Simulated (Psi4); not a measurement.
Psi4 input (wB97X-D/6-311+G**):

```
memory 1500 MB

molecule {
-1 1
O    -1.26086241   -0.78307349   -0.05683635
B    -0.17650904   -0.10962302   -0.00795656
O    -0.11286221    1.35319323    0.00031994
O     1.16142137   -0.70197318    0.04694635
H     0.74460991    1.66252637    0.30457658
H     1.83636129   -0.05958372   -0.18823320
symmetry c1
no_reorient
no_com
}

set {
  basis 6-311+G**
  reference rks
  scf_type pk
  dft_radial_points 99
  dft_spherical_points 590
  e_convergence 1e-8
  d_convergence 1e-7
  maxiter 150
}

e = energy('wb97x-d')
print_out(f'\nFINAL {e:.10f} DIPOLE {variable("CURRENT DIPOLE")[0]:.6f} {variable("CURRENT DIPOLE")[1]:.6f} {variable("CURRENT DIPOLE")[2]:.6f}\n')
```

What final total energy does it give?

-251.89492 Eh.
